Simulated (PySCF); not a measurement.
# Pb⁻ (lead, charge -1): LDA calculation

Configuration: [Xe] 4f14 5d10 6s2 6p3, high-spin 4S determinant. Computed with PySCF 2.14 in x2c-TZVPPall with one added diffuse shell each of s, p, d, f type (12s8p7d4f, 99 functions), with scalar relativity by spin-free X2C-1e.

| Quantity | Value |
| --- | --- |
| Total energy | -20873.45 hartree |
| One-electron energy | -28585.20 hartree |
| Hartree (Coulomb) energy | 8094.36 hartree |
| Exchange-correlation energy | -382.61 hartree |
| ⟨S²⟩ | 3.7509 |
| ⟨L²⟩ | 0.000 |
| Sum of ⟨r⟩ | 54.61 bohr |
| Sum of ⟨r²⟩ | 105.9 bohr² |
| Langevin diamagnetic susceptibility | -83.8 ×10⁻⁶ cm³/mol |

| shell | electrons | mean orbital energy (eV) | rms radius, mean of both spins (bohr) |
| --- | --- | --- | --- |
| 1s α | 1 | -87673.6 | 0.0181 |
| 1s β | 1 | -87673.6 | 0.0181 |
| 2s α | 1 | -15677.6 | 0.0731 |
| 2s β | 1 | -15677.6 | 0.0731 |
| 2p α | 3 | -13527.9 | 0.0673 |
| 2p β | 3 | -13527.9 | 0.0673 |
| 3s α | 1 | -3760.2 | 0.187 |
| 3s β | 1 | -3760.2 | 0.187 |
| 3p α | 3 | -3140.0 | 0.189 |
| 3p β | 3 | -3140.0 | 0.189 |
| 3d α | 5 | -2473.4 | 0.173 |
| 3d β | 5 | -2473.3 | 0.173 |
| 4s α | 1 | -845.56 | 0.409 |
| 4s β | 1 | -845.54 | 0.409 |
| 4p α | 3 | -640.87 | 0.436 |
| 4p β | 3 | -640.85 | 0.436 |
| 4d α | 5 | -394.89 | 0.464 |
| 4d β | 5 | -394.87 | 0.464 |
| 5s α | 1 | -137.76 | 0.904 |
| 5s β | 1 | -137.70 | 0.904 |
| 4f α | 7 | -127.12 | 0.496 |
| 4f β | 7 | -127.10 | 0.496 |
| 5p α | 3 | -80.455 | 1.04 |
| 5p β | 3 | -80.394 | 1.04 |
| 5d α | 5 | -15.380 | 1.42 |
| 5d β | 5 | -15.150 | 1.42 |
| 6s α | 1 | -6.934 | 2.51 |
| 6s β | 1 | -5.944 | 2.51 |
| 6p α | 3 | 0.907 | 4.37 |

Spin-orbit coupling, which splits the p, d and f shells strongly at this Z, is absent. Spin-orbit coupling is strong in this species (close to jj coupling), so the high-spin LS determinant is a model state, not a physical level. At LDA the highest occupied level has a positive energy, so only the finite basis holds that electron; in a semilocal or global hybrid functional this comes from self-interaction and does not mean that the real anion is unbound.

Densities and radii are taken from the X2C orbitals without a picture-change correction, which distorts them close to the nucleus.
